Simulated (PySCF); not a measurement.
Mo(NMe)(S)(F)(SH) (CH₄FMoNS₂), SMILES C[N]=[Mo]([F])(=[S])[SH], multiplicity 1.

Geometry: r2SCAN-D4/def2-SVP. The multiplicity is an assumed one; other spin states were not compared. The def2 effective core potentials stand for the cores of Mo; spin–orbit coupling is left out. One conformer was computed; it need not be the lowest.

All values below come from PySCF with r2SCAN-D4/def2-SVP.

Frequencies are harmonic and unscaled.

Computed vibrational spectrum:
```csv
mode,ν (cm⁻¹),IR (km/mol),moving atoms (share of kinetic energy)
1,91,1.9,"S 36 %, C 34 %, H 22 %"
2,95,3.9,"C 31 %, S 29 %, H 22 %, Mo 9 %, F 8 %"
3,104,0.0,H 90 %
4,130,1.0,"S 76 %, Mo 11 %"
5,157,0.4,"F 60 %, S 21 %, Mo 10 %"
6,189,1.5,"F 58 %, S 20 %, Mo 14 %"
7,265,16.9,H 84 %
8,336,7.9,"N 55 %, S 25 %, H 11 %"
9,343,9.0,"N 60 %, H 19 %, S 12 %"
10,416,34.8,"S 48 %, Mo 28 %, N 17 %"
11,558,61.9,"S 68 %, Mo 23 %"
12,623,7.5,H 84 %
13,673,55.2,"C 34 %, Mo 18 %, F 18 %, N 16 %, H 14 %"
14,697,88.9,"F 61 %, Mo 24 %, C 9 %"
15,1073,2.5,"H 73 %, C 20 %"
16,1082,0.8,"H 73 %, C 20 %"
17,1329,86.6,"N 61 %, C 29 %"
18,1407,2.8,"H 80 %, N 15 %"
19,1430,12.4,H 96 %
20,1436,17.2,H 96 %
21,2684,3.6,H 97 %
22,2992,26.7,H 98 %
23,3091,3.7,"H 90 %, C 10 %"
24,3104,4.1,"H 90 %, C 10 %"
```
